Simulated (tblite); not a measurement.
Compound: C5H5F2OS (doublet state).
SMILES with atom numbers: `[O:1]=[S@:2]1[C:3]([F:4])[CH2:5][CH:6]=[C:7]1[CH2:8][F:9]` (hydrogens: H10, H11 on C5; H12 on C6; H13, H14 on C8)

A start from a force field or distance geometry was refined with tblite, GFN2-xTB geometry optimisation, gas phase. Values at the start:

```json
{"coordinate": "O1=S2", "start": "1.515 Å"}
{"coordinate": "S2–C3", "start": "1.815 Å"}
{"coordinate": "S2–C7", "start": "1.802 Å"}
{"coordinate": "C3–F4", "start": "1.416 Å"}
{"coordinate": "C3–C5", "start": "1.510 Å"}
{"coordinate": "C5–C6", "start": "1.460 Å"}
{"coordinate": "C5–H10", "start": "1.119 Å"}
{"coordinate": "C5–H11", "start": "1.129 Å"}
{"coordinate": "C6=C7", "start": "1.321 Å"}
{"coordinate": "C6–H12", "start": "1.105 Å"}
{"coordinate": "C7–C8", "start": "1.495 Å"}
{"coordinate": "C8–F9", "start": "1.393 Å"}
{"coordinate": "C8–H13", "start": "1.099 Å"}
{"coordinate": "C8–H14", "start": "1.102 Å"}
{"coordinate": "O1–S2–C7", "start": "110.7°"}
{"coordinate": "S2–C3–F4", "start": "103.6°"}
{"coordinate": "S2–C3–C5", "start": "95.0°"}
{"coordinate": "S2–C7–C6", "start": "104.9°"}
{"coordinate": "S2–C7–C8", "start": "127.1°"}
{"coordinate": "C3–S2–C7", "start": "93.2°"}
{"coordinate": "C3–C5–C6", "start": "108.0°"}
{"coordinate": "F4–C3–C5", "start": "104.3°"}
```

Q: How do these coordinates change at the GFN2-xTB level?

A: 
| coordinate | GFN2-xTB (Å or °) | change |
| --- | --- | --- |
| C3–F4 | 1.344 | -0.072 |
| O1=S2 | 1.460 | -0.055 |
| C5–C6 | 1.492 | +0.032 |
| C5–H11 | 1.099 | -0.030 |
| C6–H12 | 1.079 | -0.026 |
| S2–C7 | 1.827 | +0.025 |
| C3–C5 | 1.487 | -0.023 |
| C5–H10 | 1.097 | -0.022 |
| C8–F9 | 1.371 | -0.022 |
| S2–C3 | 1.794 | -0.021 |
| C7–C8 | 1.487 | -0.008 |
| C8–H14 | 1.097 | -0.005 |
| C6=C7 | 1.324 | +0.003 |
| C8–H13 | 1.097 | -0.002 |
| S2–C3–C5 | 113.2 | +18.2 |
| S2–C3–F4 | 116.8 | +13.2 |
| F4–C3–C5 | 117.4 | +13.1 |
| S2–C7–C8 | 116.8 | -10.3 |
| S2–C7–C6 | 113.9 | +9.0 |
| C3–S2–C7 | 87.0 | -6.2 |
| C3–C5–C6 | 105.2 | -2.8 |
| O1–S2–C7 | 108.4 | -2.3 |

The energy falls by 29.5 kcal/mol over 159 L-BFGS steps, the largest force on an atom goes from 4.39 to 0.008 eV/Å, and the atoms move by 1.168 Å rms after alignment. The bond that changes most is C3–F4 (ends: carbon bonded to C, F and S; fluorine bonded to C), which shortens by 0.072 Å. Bonds longer at the end by more than 0.005 Å: 2 of 14; shorter: 10. Among the dihedrals that turn most is F4–C3–C5–H10, from -65° to 78°. Rotational constants go from 2084, 1261, 1035 to 2538, 987.0, 741.6 MHz.

Its GFN2-xTB frequencies are all real (lowest 50 cm⁻¹). 3 starts were optimised and ended at 0.00, 0.00 and 0.96 kcal/mol (GFN2-xTB); the lowest of these is shown.

One conformer stands for the species.

All values are computed, not measured.
